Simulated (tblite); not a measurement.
Record of a relaxation.

C₄H₅F₂GeN.
SMILES with atom numbers: `[N:1]#[C:2][CH2:3]/[CH:4]=[C:5](/[F:6])[GeH2:7][F:8]` (hydrogens: H9, H10 on C3; H11 on C4; H12, H13 on Ge7)

Computed with GFN2-xTB (tblite), gas phase: L-BFGS steps from a force-field or distance-geometry start until the largest atomic force falls under 0.01 eV/Å. 14 of its 81 geometries are shown.

Step 0: E = -690.6518 eV, largest atomic force 2.017 eV/Å
```
atom  x, y, z in Å  |  force x, y, z in eV/Å
N1     -3.065   -0.937    1.212    0.553   0.254  -0.612
C2     -2.261   -0.704    0.426    0.216  -0.456  -0.084
C3     -1.189   -0.419   -0.540   -1.654   1.101  -0.348
C4     -0.645    0.934   -0.163   -0.073   0.000  -0.063
C5      0.632    1.052    0.174   -0.950   1.143  -0.330
F6      1.085    2.297    0.511    0.107  -0.555  -0.034
Ge7     1.896   -0.371    0.179    1.372  -0.511   1.352
F8      2.805   -0.263   -1.333   -0.227  -0.177   0.374
H9     -1.629   -0.351   -1.569    0.069  -0.091   0.704
H10    -0.413   -1.161   -0.572    0.090  -0.447   0.173
H11    -1.325    1.792   -0.146    0.204  -0.371   0.007
H12     1.283   -1.772    0.382    0.361   0.247  -0.334
H13     2.821   -0.097    1.422   -0.068  -0.137  -0.806
```

Step 6: E = -690.9520 eV, largest atomic force 0.509 eV/Å
```
atom  x, y, z in Å  |  force x, y, z in eV/Å
N1     -3.047   -0.935    1.190    0.090  -0.119  -0.109
C2     -2.249   -0.740    0.395   -0.390   0.176   0.276
C3     -1.238   -0.381   -0.562   -0.299   0.173  -0.141
C4     -0.664    0.949   -0.179   -0.249   0.040  -0.089
C5      0.615    1.055    0.139   -0.122   0.352   0.191
F6      1.106    2.267    0.515   -0.008  -0.179  -0.062
Ge7     1.938   -0.365    0.285    0.064   0.002   0.089
F8      2.773   -0.305   -1.240    0.100  -0.073   0.026
H9     -1.684   -0.348   -1.561   -0.074   0.066  -0.009
H10    -0.479   -1.151   -0.548    0.281  -0.238  -0.128
H11    -1.348    1.795   -0.150    0.203  -0.121  -0.047
H12     1.362   -1.746    0.327    0.096  -0.175  -0.024
H13     2.909   -0.097    1.373    0.307   0.096   0.026
```

Step 12: E = -691.0122 eV, largest atomic force 0.214 eV/Å
```
atom  x, y, z in Å  |  force x, y, z in eV/Å
N1     -3.065   -0.976    1.198   -0.028   0.053  -0.038
C2     -2.295   -0.706    0.399    0.066  -0.180  -0.021
C3     -1.280   -0.374   -0.576   -0.077   0.200   0.000
C4     -0.681    0.949   -0.198   -0.001   0.061   0.068
C5      0.587    1.052    0.170    0.154  -0.033   0.045
F6      1.106    2.259    0.513   -0.143  -0.136  -0.002
Ge7     1.956   -0.362    0.340    0.029  -0.051  -0.111
F8      2.796   -0.336   -1.198    0.008   0.036   0.053
H9     -1.736   -0.326   -1.571   -0.043   0.040   0.063
H10    -0.505   -1.147   -0.583   -0.109  -0.030  -0.010
H11    -1.341    1.810   -0.179    0.084  -0.043  -0.107
H12     1.432   -1.779    0.315    0.084   0.040   0.124
H13     3.023   -0.065    1.352   -0.024   0.044  -0.063
```

Step 18: E = -691.0402 eV, largest atomic force 0.185 eV/Å
```
atom  x, y, z in Å  |  force x, y, z in eV/Å
N1     -3.094   -0.994    1.189   -0.028  -0.044   0.032
C2     -2.313   -0.727    0.400   -0.027   0.100  -0.049
C3     -1.319   -0.354   -0.580    0.060  -0.174   0.014
C4     -0.679    0.940   -0.190    0.055  -0.043  -0.088
C5      0.585    1.020    0.195    0.017  -0.114  -0.037
F6      1.080    2.232    0.533    0.109   0.057   0.060
Ge7     1.984   -0.371    0.344    0.021   0.015   0.089
F8      2.828   -0.335   -1.181   -0.029   0.019  -0.087
H9     -1.800   -0.271   -1.559   -0.037   0.024   0.019
H10    -0.565   -1.150   -0.620   -0.038   0.023  -0.059
H11    -1.293    1.827   -0.237   -0.062   0.074   0.053
H12     1.507   -1.800    0.377    0.015   0.022   0.049
H13     3.074   -0.020    1.310   -0.055   0.041   0.004
```

Step 25: E = -691.0511 eV, largest atomic force 0.088 eV/Å
```
atom  x, y, z in Å  |  force x, y, z in eV/Å
N1     -3.109   -1.007    1.180    0.001   0.018  -0.003
C2     -2.329   -0.717    0.398    0.063   0.013   0.005
C3     -1.335   -0.352   -0.588   -0.004  -0.049  -0.032
C4     -0.664    0.932   -0.209   -0.030  -0.047   0.068
C5      0.596    0.994    0.194   -0.018  -0.015   0.004
F6      1.102    2.198    0.559    0.020   0.045  -0.007
Ge7     2.006   -0.371    0.354   -0.002   0.006   0.017
F8      2.812   -0.327   -1.194   -0.018  -0.027  -0.027
H9     -1.847   -0.243   -1.547    0.000   0.008  -0.062
H10    -0.603   -1.166   -0.664   -0.017   0.041  -0.004
H11    -1.272    1.827   -0.240    0.004   0.014   0.024
H12     1.553   -1.801    0.435    0.002  -0.048   0.010
H13     3.085    0.034    1.305    0.000   0.041   0.008
```

Step 31: E = -691.0544 eV, largest atomic force 0.071 eV/Å
```
atom  x, y, z in Å  |  force x, y, z in eV/Å
N1     -3.104   -0.999    1.178    0.035   0.019  -0.009
C2     -2.325   -0.717    0.393   -0.035  -0.027  -0.008
C3     -1.339   -0.353   -0.600   -0.008   0.060   0.008
C4     -0.666    0.925   -0.198   -0.014   0.016  -0.028
C5      0.596    0.983    0.199   -0.033   0.045  -0.001
F6      1.108    2.191    0.558   -0.030  -0.052   0.003
Ge7     2.011   -0.376    0.364   -0.010   0.011  -0.069
F8      2.792   -0.340   -1.205   -0.025  -0.032   0.057
H9     -1.855   -0.233   -1.560    0.044   0.015   0.043
H10    -0.610   -1.165   -0.686    0.025  -0.005  -0.015
H11    -1.269    1.826   -0.221    0.025  -0.054   0.015
H12     1.571   -1.811    0.457    0.015  -0.003   0.021
H13     3.084    0.069    1.305    0.012   0.006  -0.017
```

Step 37: E = -691.0568 eV, largest atomic force 0.048 eV/Å
```
atom  x, y, z in Å  |  force x, y, z in eV/Å
N1     -3.098   -0.992    1.180   -0.004  -0.010  -0.002
C2     -2.327   -0.719    0.383    0.004  -0.008   0.005
C3     -1.343   -0.351   -0.608    0.010   0.015  -0.019
C4     -0.669    0.920   -0.195    0.008   0.037   0.014
C5      0.591    0.975    0.201    0.029   0.008   0.007
F6      1.103    2.179    0.568   -0.010   0.004   0.022
Ge7     2.010   -0.378    0.365    0.005  -0.029   0.033
F8      2.775   -0.367   -1.205    0.014  -0.021  -0.039
H9     -1.853   -0.211   -1.565   -0.029  -0.008  -0.030
H10    -0.612   -1.159   -0.711    0.020  -0.031   0.014
H11    -1.268    1.821   -0.206   -0.042   0.024  -0.003
H12     1.599   -1.820    0.490   -0.008   0.025   0.020
H13     3.087    0.102    1.287    0.003  -0.006  -0.021
```

Step 43: E = -691.0594 eV, largest atomic force 0.060 eV/Å
```
atom  x, y, z in Å  |  force x, y, z in eV/Å
N1     -3.084   -0.993    1.173   -0.001  -0.021  -0.011
C2     -2.318   -0.721    0.370    0.014   0.016  -0.022
C3     -1.338   -0.343   -0.624    0.006  -0.039   0.018
C4     -0.674    0.929   -0.191    0.006  -0.040  -0.014
C5      0.589    0.980    0.203   -0.024  -0.030   0.015
F6      1.097    2.173    0.604    0.004   0.021   0.005
Ge7     2.009   -0.381    0.362   -0.010   0.046  -0.002
F8      2.755   -0.421   -1.220   -0.025  -0.012  -0.005
H9     -1.852   -0.199   -1.579    0.015  -0.016   0.019
H10    -0.605   -1.153   -0.727   -0.019   0.056  -0.007
H11    -1.292    1.819   -0.185    0.049   0.009   0.007
H12     1.612   -1.820    0.544   -0.038   0.008   0.005
H13     3.097    0.130    1.252    0.025   0.002  -0.007
```

Step 49: E = -691.0636 eV, largest atomic force 0.113 eV/Å
```
atom  x, y, z in Å  |  force x, y, z in eV/Å
N1     -3.068   -1.014    1.151   -0.012  -0.013  -0.006
C2     -2.306   -0.727    0.350   -0.023  -0.047   0.038
C3     -1.330   -0.336   -0.640   -0.008   0.045  -0.012
C4     -0.674    0.931   -0.188   -0.007   0.047   0.030
C5      0.582    0.979    0.224    0.046   0.071  -0.015
F6      1.076    2.171    0.655   -0.010  -0.017  -0.014
Ge7     2.008   -0.370    0.363    0.053  -0.075  -0.027
F8      2.702   -0.507   -1.244   -0.083   0.028   0.071
H9     -1.847   -0.197   -1.594    0.012   0.044  -0.014
H10    -0.587   -1.129   -0.750    0.048  -0.085  -0.009
H11    -1.285    1.825   -0.157   -0.019  -0.010  -0.032
H12     1.590   -1.792    0.625   -0.009   0.015   0.008
H13     3.134    0.166    1.190    0.011  -0.004  -0.019
```

Step 55: E = -691.0710 eV, largest atomic force 0.158 eV/Å
```
atom  x, y, z in Å  |  force x, y, z in eV/Å
N1     -3.031   -1.071    1.097    0.020  -0.026  -0.047
C2     -2.272   -0.760    0.301    0.011   0.006  -0.002
C3     -1.300   -0.319   -0.674    0.029   0.042   0.000
C4     -0.671    0.945   -0.168    0.037  -0.001   0.026
C5      0.584    0.998    0.249   -0.019  -0.033   0.089
F6      1.042    2.170    0.765    0.042   0.038  -0.076
Ge7     2.008   -0.362    0.374   -0.111   0.043   0.104
F8      2.512   -0.698   -1.262   -0.004   0.015  -0.101
H9     -1.810   -0.149   -1.626   -0.015   0.014   0.011
H10    -0.539   -1.096   -0.812   -0.008  -0.009   0.018
H11    -1.299    1.826   -0.105   -0.015  -0.037  -0.030
H12     1.551   -1.724    0.823    0.060   0.015   0.032
H13     3.220    0.240    1.019   -0.026  -0.068  -0.023
```

Step 62: E = -691.0829 eV, largest atomic force 0.114 eV/Å
```
atom  x, y, z in Å  |  force x, y, z in eV/Å
N1     -3.017   -1.141    1.041    0.015  -0.025  -0.012
C2     -2.244   -0.790    0.277   -0.005   0.039  -0.018
C3     -1.263   -0.309   -0.670   -0.007  -0.027   0.014
C4     -0.657    0.957   -0.146   -0.049  -0.021   0.002
C5      0.587    1.030    0.297   -0.007  -0.048  -0.044
F6      1.050    2.215    0.770    0.009   0.020   0.007
Ge7     1.979   -0.356    0.400    0.080   0.027  -0.077
F8      2.356   -0.750   -1.274   -0.058   0.016   0.089
H9     -1.766   -0.112   -1.621   -0.001  -0.050  -0.001
H10    -0.504   -1.088   -0.818    0.016   0.066   0.002
H11    -1.307    1.822   -0.122    0.006   0.080   0.013
H12     1.515   -1.683    0.930    0.049  -0.032   0.022
H13     3.268    0.205    0.920   -0.047  -0.047   0.004
```

Step 68: E = -691.0903 eV, largest atomic force 0.047 eV/Å
```
atom  x, y, z in Å  |  force x, y, z in eV/Å
N1     -2.993   -1.205    0.991    0.013  -0.009  -0.017
C2     -2.227   -0.812    0.240    0.000   0.006   0.006
C3     -1.252   -0.288   -0.688   -0.004   0.012   0.004
C4     -0.665    0.975   -0.135    0.010   0.010  -0.006
C5      0.579    1.035    0.316    0.012   0.028   0.011
F6      1.040    2.214    0.808   -0.002  -0.010   0.008
Ge7     1.975   -0.351    0.413   -0.033  -0.033   0.004
F8      2.190   -0.852   -1.257    0.006  -0.008   0.016
H9     -1.753   -0.089   -1.640    0.000  -0.008   0.009
H10    -0.468   -1.036   -0.847   -0.009  -0.018   0.007
H11    -1.308    1.846   -0.100    0.020  -0.005  -0.004
H12     1.569   -1.642    1.076    0.015   0.019  -0.023
H13     3.309    0.205    0.804   -0.027   0.016  -0.015
```

Step 74: E = -691.0912 eV, largest atomic force 0.035 eV/Å
```
atom  x, y, z in Å  |  force x, y, z in eV/Å
N1     -2.988   -1.220    0.979    0.008   0.001  -0.008
C2     -2.224   -0.813    0.234   -0.014  -0.008   0.020
C3     -1.251   -0.281   -0.692   -0.003   0.005  -0.005
C4     -0.662    0.979   -0.135    0.004   0.008  -0.001
C5      0.579    1.036    0.322   -0.005  -0.010   0.015
F6      1.038    2.210    0.827    0.010  -0.009  -0.003
Ge7     1.970   -0.355    0.415    0.022   0.027   0.006
F8      2.164   -0.880   -1.249   -0.001  -0.010   0.000
H9     -1.755   -0.081   -1.642   -0.001   0.010  -0.008
H10    -0.471   -1.033   -0.855    0.010  -0.001   0.007
H11    -1.300    1.853   -0.098   -0.010  -0.003  -0.012
H12     1.589   -1.636    1.104   -0.006  -0.010  -0.007
H13     3.304    0.222    0.771   -0.013   0.001  -0.005
```

Step 80: E = -691.0914 eV, largest atomic force 0.009 eV/Å
```
atom  x, y, z in Å  |  force x, y, z in eV/Å
N1     -2.987   -1.223    0.978    0.003   0.001  -0.002
C2     -2.224   -0.813    0.233   -0.002   0.000   0.001
C3     -1.252   -0.279   -0.693    0.002  -0.002   0.001
C4     -0.662    0.980   -0.135   -0.002  -0.001   0.004
C5      0.577    1.033    0.326   -0.005  -0.004  -0.002
F6      1.040    2.206    0.831    0.005   0.004   0.002
Ge7     1.971   -0.355    0.417   -0.001  -0.007  -0.006
F8      2.160   -0.888   -1.245   -0.002   0.002   0.003
H9     -1.756   -0.076   -1.642    0.000  -0.003  -0.001
H10    -0.472   -1.031   -0.856    0.001   0.001  -0.001
H11    -1.300    1.854   -0.102    0.000   0.006  -0.002
H12     1.596   -1.636    1.107    0.000   0.001  -0.001
H13     3.304    0.229    0.764    0.001   0.003   0.002
```

Q: Summarise the path.

A: The energy falls by 10.14 kcal/mol from step 0 to step 80; nine tenths of that is first reached at step 23. It rises by more than 0.2 meV at step 57. The largest force goes from 2.017 to 0.009 eV/Å. Among the bonds Ge7–H13 changes most, from 1.574 to 1.496 Å; the atoms move by 0.470 Å rms after alignment.

What follows is the cost of the whole relaxation. Time: 0.79 s of wall time. Hardware: Arm Neoverse N1, one thread, on a shared host.
